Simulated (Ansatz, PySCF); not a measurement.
Pulling on the C1–Al2 bond in CH5Al (SMILES [CH3][AlH2]) (multiplicity 1 held, fragments rigid). Energies count from the point at 1.955 Å.
Geometry at that point (charge 0, multiplicity 1):
```
atom    x (Å)    y (Å)    z (Å)
----  -------  -------  -------
C     -1.2351  -0.0945  -0.0008
Al     0.7144   0.0494  -0.0025
H     -1.6801   0.5444  -0.7695
H     -1.5925  -1.1140  -0.1561
H     -1.6392   0.2555   0.9557
H      1.3987   1.4781   0.0298
H      1.6360  -1.2390  -0.0221
```

U- levels take the lowest unrestricted solution at each point, which mixes spins at long bonds. Active spaces are followed from a long bond inwards. Curves can end on different states.

Correlated levels freeze the cores. Rows in 6-31G* carry no dispersion term and start afresh at each structure (6-31G* with six Cartesian d functions). MP2/6-31G* freezes PySCF's default core.

Codes used: Ansatz (a program for electronic structure); PySCF for 6-31G* rows. Values without a source in brackets are computed.

Question: Predict the energy at R = 6.256 Å from R-MP2/6-31G*.

Answer: 4.13 eV

Doubts at one or more of the structures used: a restricted determinant that unrestricted orbitals would lower (R-MP2/6-31G*).
